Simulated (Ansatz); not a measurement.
This geometry of BH$_{6}$OSbSi (10 atoms, charge 0, multiplicity 1) is a first-order saddle point.

These are results of RKS r2SCANh/def2-SVP (Ansatz), not measurements.

```xyz
10
Properties=species:S:1:pos:R:3
B -2.135 0.254 0.182
O -1.251 -0.754 0.331
Si 0.398 -1.043 0.323
Sb 1.839 0.776 -0.509
H -1.747 1.377 -0.053
H -3.308 -0.012 0.295
H 0.643 -2.158 -0.621
H 0.763 -1.342 1.727
H 2.400 2.070 0.371
H 2.482 0.780 -2.043
```

Question: Which two structures does it join? (They come from a converged band through this point; their orientation in space is the band's.)

Answer: No bond is made or broken. The height of Sb4 over the plane of its neighbours goes from -1.08 to 1.10 Å.

First end point:

```xyz
10
Properties=species:S:1:pos:R:3
B -1.732 0.564 -0.221
O -1.138 -0.570 0.196
Si 0.412 -1.175 0.434
Sb 2.356 0.429 -0.131
H -1.065 1.519 -0.562
H -2.940 0.592 -0.242
H 0.529 -2.396 -0.410
H 0.503 -1.566 1.867
H 1.557 1.707 0.682
H 1.600 0.844 -1.611
```

Last end point:

```xyz
10
Properties=species:S:1:pos:R:3
B -1.986 0.582 -0.031
O -1.332 -0.574 0.179
Si 0.290 -1.035 0.097
Sb 1.742 0.873 -0.875
H -1.373 1.575 -0.377
H -3.182 0.603 0.130
H 0.358 -2.222 -0.798
H 0.694 -1.437 1.471
H 1.758 1.649 0.652
H 3.114 -0.065 -0.444
```

Question: How far does it lie above each of them?

Answer: 1.45 eV above the first and 1.47 eV above the second. This is the barrier of this one path; another mechanism may lie lower.

Run time: 6 min on 2 threads of Arm Neoverse V2 (shared host), peak memory 0.26 GiB.
